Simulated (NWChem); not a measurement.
System: C3H6OSi; SMILES C=C1C[SiH2]O1

Excerpt of the output:

```
             Northwest Computational Chemistry Package (NWChem) 7.3.0
             --------------------------------------------------------

                             Geometry "geometry" -> ""
                             -------------------------

 Output coordinates in angstroms (scale by  1.889725989 to convert to a.u.)

  No.       Tag          Charge          X              Y              Z
 ---- ---------------- ---------- -------------- -------------- --------------
    1 C                    6.0000     0.15363300     2.21539300     0.00000000
    2 C                    6.0000     0.02026900     0.89012900     0.00000000
    3 C                    6.0000    -1.22242600     0.00729500     0.00000000
    4 Si                  14.0000     0.05763700    -1.37385500     0.00000000
    5 O                    8.0000     1.07890400     0.00068400     0.00000000
    6 H                    1.0000    -0.73003300     2.85404800     0.00000000
    7 H                    1.0000     1.14471200     2.67258300     0.00000000
    8 H                    1.0000    -1.85093600     0.11916300     0.89581300
    9 H                    1.0000    -1.85093600     0.11916300    -0.89581300
   10 H                    1.0000     0.20873500    -2.21748100     1.21825200
   11 H                    1.0000     0.20873500    -2.21748100    -1.21825200

 Effective nuclear repulsion energy (a.u.)     221.7213007506

                              NWChem Property Module
                              ----------------------

  itol2e modified to match energy
  convergence criterion.

                                 NWChem DFT Module
                                 -----------------

 Summary of "ao basis" -> "ao basis" (spherical)
 ------------------------------------------------------------------------------
       Tag                 Description            Shells   Functions and Types
 ---------------- ------------------------------  ------  ---------------------
 C                          pcsseg-1                 7       17   3s3p1d
 Si                         pcsseg-1                10       24   4s5p1d
 O                          pcsseg-1                 7       17   3s3p1d
 H                          pcsseg-1                 3        5   2s1p

  itol2e modified to match energy
  convergence criterion.

            General Information
            -------------------
          SCF calculation type: DFT
          Wavefunction type:  closed shell.
          No. of atoms     :    11
          No. of electrons :    46
           Alpha electrons :    23
            Beta electrons :    23
          Charge           :     0
          Spin multiplicity:     1
          Use of symmetry is: off; symmetry adaption is: off
          Maximum number of iterations: 150
          AO basis - number of functions:   122
                     number of shells:    56
          Convergence on energy requested:  1.00D-07
          Convergence on density requested:  1.00D-05
          Convergence on gradient requested:  5.00D-04

              XC Information
              --------------
                         PBE0 Method XC Functional
                     Hartree-Fock (Exact) Exchange  0.250
          PerdewBurkeErnzerhof Exchange Functional  0.750
            Perdew 1991 LDA Correlation Functional  1.000 local
           PerdewBurkeErnz. Correlation Functional  1.000 non-local

             Grid Information
             ----------------
          Grid used for XC integration:  fine
          Radial quadrature: Mura-Knowles
          Angular quadrature: Lebedev.
          Tag              B.-S. Rad. Rad. Pts. Rad. Cut. Ang. Pts.
          ---              ---------- --------- --------- ---------
          C                   0.70       70          12.0       590
          Si                  1.10      123          12.0       770
          O                   0.60       70          10.0       590
          H                   0.35       60          13.0       590
          Grid pruning is: on
          Number of quadrature shells:   763
          Spatial weights used:  Erf1

      Superposition of Atomic Density Guess
      -------------------------------------

 Sum of atomic energies:        -479.51190666

      Non-variational initial energy
      ------------------------------

 Total energy =    -482.349534
 1-e energy   =   -1097.916048
 2-e energy   =     393.845213
 HOMO         =      -0.282581
 LUMO         =       0.019798

   convergence    iter        energy       DeltaE   RMS-Dens  Diis-err
 ---------------- ----- ----------------- --------- --------- ---------
 d= 0,ls=0.0,diis     1   -482.1704011249 -7.04D+02  9.71D-03  7.82D-01
 d= 0,ls=0.0,diis     2   -482.1559235264  1.45D-02  6.10D-03  1.01D+00
 d= 0,ls=0.0,diis     3   -482.2464711583 -9.05D-02  1.26D-03  7.20D-02
 d= 0,ls=0.0,diis     4   -482.2519752258 -5.50D-03  5.26D-04  6.28D-03
 d= 0,ls=0.0,diis     5   -482.2526316845 -6.56D-04  1.75D-04  7.89D-04
  Resetting Diis
 d= 0,ls=0.0,diis     6   -482.2527193603 -8.77D-05  4.72D-05  7.53D-05
 d= 0,ls=0.0,diis     7   -482.2527283433 -8.98D-06  1.97D-05  2.63D-06
 d= 0,ls=0.0,diis     8   -482.2527280354  3.08D-07  1.20D-05  5.01D-06
 d= 0,ls=0.0,diis     9   -482.2527286589 -6.23D-07  1.86D-06  1.43D-07
 d= 0,ls=0.0,diis    10   -482.2527286755 -1.66D-08  4.31D-07  3.62D-09

         Total DFT energy =     -482.252728675515
      One electron energy =    -1102.464025433580
           Coulomb energy =      446.173328377477
    Exchange-Corr. energy =      -47.683332370040
 Nuclear repulsion energy =      221.721300750628

 Numeric. integr. density =       45.999997649093

                       DFT Final Molecular Orbital Analysis
                       ------------------------------------

 Vector   21  Occ=2.000000D+00  E=-3.445276D-01
              MO Center=  3.1D-01,  2.9D-01,  8.9D-11, r^2= 2.7D+00
   Bfn.  Coefficient  Atom+Function         Bfn.  Coefficient  Atom+Function
  ----- ------------  ---------------      ----- ------------  ---------------
    82      0.306341   5 O  px               85      0.296394   5 O  px
    41      0.197438   3 C  px               24     -0.176931   2 C  px
    79      0.160202   5 O  px               66     -0.147243   4 Si py
    44      0.137193   3 C  px               98      0.135488   7 H  s
    42      0.133193   3 C  py               83      0.133428   5 O  py

 Vector   22  Occ=2.000000D+00  E=-3.293238D-01
              MO Center= -5.0D-01, -3.7D-01, -2.3D-10, r^2= 2.8D+00
   Bfn.  Coefficient  Atom+Function         Bfn.  Coefficient  Atom+Function
  ----- ------------  ---------------      ----- ------------  ---------------
    42      0.284280   3 C  py               65      0.251555   4 Si px
    45      0.241732   3 C  py               37     -0.187859   3 C  s
    82     -0.174917   5 O  px               66     -0.168252   4 Si py
    85     -0.162867   5 O  px               41     -0.140652   3 C  px
    44     -0.138771   3 C  px               39      0.134491   3 C  py

 Vector   23  Occ=2.000000D+00  E=-2.407721D-01
              MO Center=  2.5D-01,  1.3D+00,  1.2D-10, r^2= 2.5D+00
   Bfn.  Coefficient  Atom+Function         Bfn.  Coefficient  Atom+Function
  ----- ------------  ---------------      ----- ------------  ---------------
     9      0.326583   1 C  pz               12      0.310540   1 C  pz
    87     -0.273045   5 O  pz               26      0.241607   2 C  pz
    84     -0.238138   5 O  pz               29      0.199678   2 C  pz
     6      0.152062   1 C  pz               81     -0.125451   5 O  pz
   114      0.123875  10 H  s               119     -0.123875  11 H  s

[...]

          -----------------------------------------
          Chemical Shielding Tensors (GIAO, in ppm)
          -----------------------------------------

                                NWChem CPHF Module
                                ------------------

  scftype          =     RHF
  nclosed          =       23
  nopen            =        0
  variables        =     2277
  # of vectors     =        3
  tolerance        = 0.10D-03
  level shift      = 0.00D+00
  max iterations   =       50
  max subspace     =       30

 SCF residual:    4.1257433866558723E-005

Iterative solution of linear equations
  No. of variables     2277
  No. of equations        3
  Maximum subspace       30
        Iterations       50
       Convergence  1.0D-04

   iter   nsub   residual    time
   ----  ------  --------  ---------
     1      3    5.63D-01      98.2
     2      6    2.47D-02     106.0
     3      9    1.40D-03     114.0
     4     12    7.40D-05     121.7

      Atom:    1  C
        Diamagnetic
    253.7062     -0.7898     -0.0000
     -0.7898    271.8211     -0.0000
     -0.0000     -0.0000    238.8619

        Paramagnetic
   -253.5581     27.5570      0.0000
     27.5570   -147.3139      0.0000
      0.0000      0.0000    -87.5487

        Total Shielding Tensor
      0.1481     26.7671      0.0000
     26.7671    124.5071     -0.0000
      0.0000     -0.0000    151.3132

           isotropic =      91.9895
          anisotropy =      88.9856

          Principal Components and Axis System
                 1           2           3
              151.3132    130.0238     -5.3686

      1         0.0000      0.2019      0.9794
      2        -0.0000      0.9794     -0.2019
      3         1.0000      0.0000     -0.0000

      Atom:    2  C
        Diamagnetic
    267.6791     -3.4100     -0.0000
     -3.4100    265.7325     -0.0000
     -0.0000     -0.0000    238.2971

        Paramagnetic
   -354.6614     14.4605      0.0000
     14.4605   -218.4255      0.0000
      0.0000      0.0000   -155.2216

        Total Shielding Tensor
    -86.9823     11.0505      0.0000
     11.0505     47.3070      0.0000
      0.0000      0.0000     83.0755

           isotropic =      14.4667
          anisotropy =    -153.5284

          Principal Components and Axis System
                 1           2           3
              -87.8855     83.0755     48.2103

      1         0.9967      0.0000      0.0815
      2        -0.0815      0.0000      0.9967
      3        -0.0000      1.0000     -0.0000

      Atom:    3  C
        Diamagnetic
    254.1853      4.6839     -0.0000
      4.6839    254.0117     -0.0000
     -0.0000     -0.0000    238.1517

        Paramagnetic
    -79.9140     15.4817     -0.0000
     15.4817    -73.2250     -0.0000
     -0.0000     -0.0000   -104.9130

        Total Shielding Tensor
    174.2713     20.1656     -0.0000
     20.1656    180.7867     -0.0000
     -0.0000     -0.0000    133.2388

           isotropic =     162.7656
          anisotropy =      52.7856

          Principal Components and Axis System
                 1           2           3
              197.9560    157.1020    133.2388

      1         0.6483      0.7614      0.0000
      2         0.7614     -0.6483      0.0000
      3        -0.0000      0.0000      1.0000

      Atom:    4  Si
        Diamagnetic
    879.8431      1.5453      0.0000
      1.5453    883.8162     -0.0000
      0.0000     -0.0000    875.7522

        Paramagnetic
   -496.4024     37.4224     -0.0000
     37.4224   -573.0028     -0.0000
     -0.0000     -0.0000   -554.9041

        Total Shielding Tensor
    383.4407     38.9677     -0.0000
     38.9677    310.8134     -0.0000
     -0.0000     -0.0000    320.8481

           isotropic =     338.3674
          anisotropy =      93.0370

          Principal Components and Axis System
                 1           2           3
              400.3921    320.8481    293.8621

      1         0.9170      0.0000     -0.3989
      2         0.3989     -0.0000      0.9170
      3        -0.0000      1.0000      0.0000

      Atom:    5  O
        Diamagnetic
    393.9681     -5.6305      0.0000
     -5.6305    413.4765      0.0000
      0.0000      0.0000    376.0531

        Paramagnetic
   -192.9892    -36.2307     -0.0000
    -36.2307   -371.9307     -0.0000
     -0.0000     -0.0000   -152.2250

        Total Shielding Tensor
    200.9789    -41.8612     -0.0000
    -41.8612     41.5458     -0.0000
     -0.0000     -0.0000    223.8281

           isotropic =     155.4509
          anisotropy =     102.5657

          Principal Components and Axis System
                 1           2           3
              223.8281    211.3017     31.2230

      1        -0.0000      0.9709      0.2394
      2         0.0000     -0.2394      0.9709
      3         1.0000      0.0000      0.0000

      Atom:    6  H
        Diamagnetic
     32.9483     -8.2979     -0.0000
     -8.2979     35.4564     -0.0000
     -0.0000     -0.0000     21.8976

        Paramagnetic
     -8.3831      8.3091      0.0000
      8.3091     -4.6043     -0.0000
      0.0000     -0.0000      3.8777

        Total Shielding Tensor
     24.5652      0.0112     -0.0000
      0.0112     30.8521     -0.0000
     -0.0000     -0.0000     25.7753

           isotropic =      27.0642
          anisotropy =       5.6819

          Principal Components and Axis System
                 1           2           3
               30.8521     25.7753     24.5652

      1         0.0018     -0.0000      1.0000
      2         1.0000      0.0000     -0.0018
      3        -0.0000      1.0000      0.0000

      Atom:    7  H
        Diamagnetic
     34.8218      7.4140     -0.0000
      7.4140     32.7861     -0.0000
     -0.0000     -0.0000     21.4679

        Paramagnetic
    -10.4679     -4.9340      0.0000
     -4.9340     -2.7214      0.0000
      0.0000      0.0000      3.3729

        Total Shielding Tensor
     24.3540      2.4800      0.0000
      2.4800     30.0647      0.0000
      0.0000      0.0000     24.8408

           isotropic =      26.4198
          anisotropy =       6.8572

          Principal Components and Axis System
                 1           2           3
               30.9913     24.8408     23.4273

      1         0.3500      0.0000      0.9367
      2         0.9367     -0.0000     -0.3500
      3         0.0000      1.0000     -0.0000

      Atom:    8  H
        Diamagnetic
     32.1145     -0.1753     -8.9176
     -0.1753     23.6677      0.8036
     -8.9176      0.8036     30.2150

        Paramagnetic
     -1.6459      0.3323      5.3191
      0.3323      2.7075     -0.7299
      5.3191     -0.7299     -0.9216

        Total Shielding Tensor
     30.4686      0.1570     -3.5985
      0.1570     26.3752      0.0737
     -3.5985      0.0737     29.2935

           isotropic =      28.7124
          anisotropy =       7.2232

          Principal Components and Axis System
                 1           2           3
               33.5279     26.4773     26.1321

      1         0.7621      0.3468      0.5468
      2         0.0101      0.8380     -0.5456
      3        -0.6474      0.4213      0.6351

      Atom:    9  H
        Diamagnetic
     23.3978     -0.8451      1.0512
     -0.8451     30.0934     -7.3329
      1.0512     -7.3329     31.3358

        Paramagnetic
      0.1969      0.7454     -0.6620
      0.7454     -2.8636      4.1920
     -0.6620      4.1920     -4.7817

        Total Shielding Tensor
     23.5947     -0.0997      0.3893
     -0.0997     27.2299     -3.1409
      0.3893     -3.1409     26.5541

           isotropic =      25.7929
          anisotropy =       6.4131

          Principal Components and Axis System
                 1           2           3
               30.0683     23.8910     23.4193

      1        -0.0516      0.5781      0.8143
      2         0.7418      0.5682     -0.3563
      3        -0.6687      0.5856     -0.4582
```

Level: PBE0/pcSseg-1, GIAO. Structure relaxed at the PBE0/def2-SVP level. The output numbers the shielded atoms by their place in the input's list. The printed shielding anisotropy is the first printed principal value minus the mean of the other two.

Question: Reconstruct the input file.

Answer: This is not unique; one that fits is the input that was run:
```
start job
memory heap 200 mb stack 900 mb global 1100 mb
geometry units angstroms noautosym nocenter noautoz
  C      0.153633     2.215393     0.000000
  C      0.020269     0.890129     0.000000
  C     -1.222426     0.007295     0.000000
  Si     0.057637    -1.373855     0.000000
  O      1.078904     0.000684     0.000000
  H     -0.730033     2.854048     0.000000
  H      1.144712     2.672583     0.000000
  H     -1.850936     0.119163     0.895813
  H     -1.850936     0.119163    -0.895813
  H      0.208735    -2.217481     1.218252
  H      0.208735    -2.217481    -1.218252
end
basis spherical
  * library pcsseg-1
end
dft
  xc pbe0
  iterations 150
end
property
  shielding 9 1 2 3 4 5 6 7 8 10
end
task dft property
```
